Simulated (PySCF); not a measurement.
Task: What does the PBE0-D3(BJ)/def2-SVP structure of `C#[C][GeH2][PH][GeH3]` look like in three dimensions?

Result: 
```
atom  x, y, z in Å
C1     2.046    1.770   -0.872
C2     1.783    0.607   -0.627
Ge3    1.278   -1.176   -0.194
P4    -0.537   -1.236    1.256
Ge5   -1.763    0.482    0.268
H6     2.282    2.797   -1.086
H7     0.892   -1.899   -1.494
H8     2.471   -1.877    0.474
H9     0.085   -0.391    2.226
H10   -3.115    0.558    1.000
H11   -1.054    1.843    0.345
H12   -2.008    0.101   -1.202
```

Orientation and origin are arbitrary. Atoms count from 1 in this order. Ge3 (germanium bonded to C, P and 2 H) is tetrahedral (angles from 108.3° to 111.9°). P4 (three-coordinate phosphorus) is pyramidal (angles 97.3°, 94.7° and 93.9°, sum 285.9°, 0.99 Å off the plane of its three neighbours). Ge5 (germanium bonded to P and 3 H) is tetrahedral (angles from 107.2° to 112.9°).

Bonds between heavy atoms (Å): C1≡C2 1.217, C2–Ge3 1.904, Ge3–P4 2.324, P4–Ge5 2.330.

Computed with PBE0-D3(BJ)/def2-SVP geometry optimisation, gas phase (PySCF).

Point group: C1 (no symmetry element, even within 0.4 Å). PBE0-D3(BJ)/def2-SVP frequencies: not computed here. The numbers are those of one conformer (C2–Ge3–P4–Ge5 41°).

Time: 2.3 min of wall time; peak memory 0.63 GiB. Hardware: an Arm Neoverse V1 with one thread, shared host with 32 logical CPUs at a one-minute load of 11. These figures are those of the optimisation.
